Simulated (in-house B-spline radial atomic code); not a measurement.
Cs. Computed with a B-spline radial atomic code. Model: non-relativistic spherical atom: semilocal Troullier-Martins pseudo-atom, one channel per l, against all electrons, high spin, G0W0 and RPA with empty states to l = 8, local potential for every l without a channel, a model core (radius 0 = none) keeps its share of the functional.

Without relativity these are model numbers for so heavy an element.

What the tables leave out is listed at the end.

The pseudopotential gives back the lowest level of each angular momentum of its own functional in the configuration it was made in; a second state of the same l is only approximately right. Exact exchange, RPA and GW see the smooth pseudo-orbitals and miss the exchange with the core, for which the functional's share stands in. The column with an uncorrelated core keeps all orbitals and exact exchange, and so separates missing core correlation from pseudisation. Only the three outermost levels and the lowest empty one were computed. RPA here is direct RPA, with no exchange kernel, and its energies carry an (l + 1/2)⁻⁴ tail. A hybrid on a potential with a model core restores only its own semilocal share of the core's exchange.

Command:
```bash
python run_psgw.py task.json out
```
Settings (lengths in bohr, energies in hartree):
```
Z                      55
electrons              55
configuration          [Xe] 6s1
generated_in           [Xe] 6s1
functional             pbe,pbe
core_shells            8
radius_factor          0.9
core_correction        True
ion_configuration      [Kr] 4d10 5s2 5p6
```

Time taken, with all properties: 56 s on 1 thread of Intel(R) Xeon(R) Platinum 8488C (Sapphire Rapids), on a shared host.

Given: made with PBE; model core radius 0.537 bohr; local radius 0.798 bohr; mean-field start PBE0.

Valence shells of the generating configuration: 4d, 5s, 5p, 6s.

Channel: s 1.448, p 1.628, d 0.651 (radii in bohr).

Computed: largest level miss in the spin-unpolarised generating configuration 0.025 eV; valence RPA correlation energy all-electron orbitals -1.0904 hartree; valence RPA correlation energy pseudo -1.4398 hartree; all-electron RPA polarisability, core included 213.45 bohr³; ionisation by mean-field all-electron 3.751 eV; ionisation by mean-field pseudo minus all 0.027 eV; ionisation by RPA pseudo minus all 0.036 eV.

```
          level  occupied  mean-field all-electron (eV)  mean-field pseudo minus all (eV)  G0W0 all-electron (eV)  G0W0 uncorrelated core minus all (eV)  G0W0 pseudo minus all (eV)  exchange self-energy all-electron (eV)  exchange self-energy pseudo (eV)
          6s up         1                       -2.5736                            -0.021                 -3.9872                                  0.004                      -0.055                                 -4.9611                           -4.8773
6s down (empty)         0                       -1.0097                            -0.014                -0.45413                                  0.005                      -0.041                                -0.84512                          -0.73833
```

(1) What is the ionisation by RPA all-electron?

(2) What is the pseudo-atom RPA polarisability?

## Answers

(1) 4.0454 eV.

(2) 211.24 bohr³.

Among the listed levels the largest G0W0 shift of the pseudo-atom is -0.06 eV, for 6s up on the PBE0 start, while leaving the core uncorrelated moves that level by +0.00 eV. The rest, -0.06 eV, comes from pseudisation and the lost core exchange. Not in the tables (levels of low weight, unsolved or above zero; the highest and the empty levels are kept at any weight): on PBE, a start not tabulated, the G0W0 levels 6s up (pseudo minus all -0.07 eV, weights 0.56 and 0.58), 5p down (pseudo minus all -0.94 eV, weights 0.14 and 0.10), 5p up (pseudo minus all -0.92 eV, weights 0.12 and 0.16), 6s down (pseudo minus all -0.06 eV, weights 0.69 and 0.68); on PBE0 the G0W0 levels 5p down (pseudo minus all -0.77 eV, weights 0.05 and 0.37), 5p up (pseudo minus all -0.77 eV, weights 0.05 and 0.37); no Hartree-Fock pseudo-atom is run with a model core.
